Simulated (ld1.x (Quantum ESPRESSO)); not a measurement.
## Transferability test, PAW potential for F (Z = 9)

* Element: fluorine (F)
* Generator: ld1.x (Quantum ESPRESSO) 7.5
* Type: PAW
* Functional: LDA (PZ)
* Relativity: scalar-relativistic
* Frozen core: [He]
* Valence charge: 7
* Reference configuration: 2s2 2p4 (charge +1)
* Partial waves: 2s (bound): rcut 0.50, rcutus 0.60 bohr; 2s channel at -1.85 Ry: rcut 0.50, rcutus 0.60 bohr; 2p (bound): rcut 1.40, rcutus 1.55 bohr; 2p channel at -1.75 Ry: rcut 1.40, rcutus 1.55 bohr
* Local potential: all-electron potential smoothed inside 1.40 bohr (lloc = -2)
* Core correction: a·sin(br)/r model core inside 0.50 bohr
* Augmentation charge: GAUSS, radius 0.55 bohr

Energies are relative to the spin-unpolarised reference configuration 2s2 2p4; without spin polarisation the order of configurations can differ from experiment. Not all tests gave a result: test run stopped at test 9 of 9 (negative rho), 3 before it not solved. Left out of the table: 2s2 2p5 (solver errors, printed error -542 eV); 2s2 2p5.3 (solver errors, printed error -654 eV); 2s2 2p4 (spin-polarised) (solver errors, printed error -446 eV).

Its overlap operator is not positive definite in a basis up to 400 Ry (lowest eigenvalue s -0.76), so the file is unfit for use: the generalised eigenproblem breaks down once the basis is large enough, and its test numbers describe a broken file.

```json
{"valence configuration": "2s2 2p3", "charge": "+2", "ΔE all-electron (eV)": "38.512", "error AE − PS (meV)": "+1144"}
{"valence configuration": "2s2 2p2", "charge": "+3", "ΔE all-electron (eV)": "99.244", "error AE − PS (meV)": "+4303"}
{"valence configuration": "2s2 2p1", "charge": "+4", "ΔE all-electron (eV)": "185.111", "error AE − PS (meV)": "+9540"}
{"valence configuration": "2s1 2p6", "charge": "0", "ΔE all-electron (eV)": "-1.165", "error AE − PS (meV)": "-2335"}
{"valence configuration": "2s1 2p5", "charge": "+1", "ΔE all-electron (eV)": "18.655", "error AE − PS (meV)": "-2153"}
```

Levels in the configuration 2s2 2p2:

```json
{"level": "2s", "all-electron (eV)": "-90.756", "pseudo (eV)": "-93.033"}
{"level": "2p", "all-electron (eV)": "-72.841", "pseudo (eV)": "-68.675"}
```

The ghost test of this file was not conclusive.
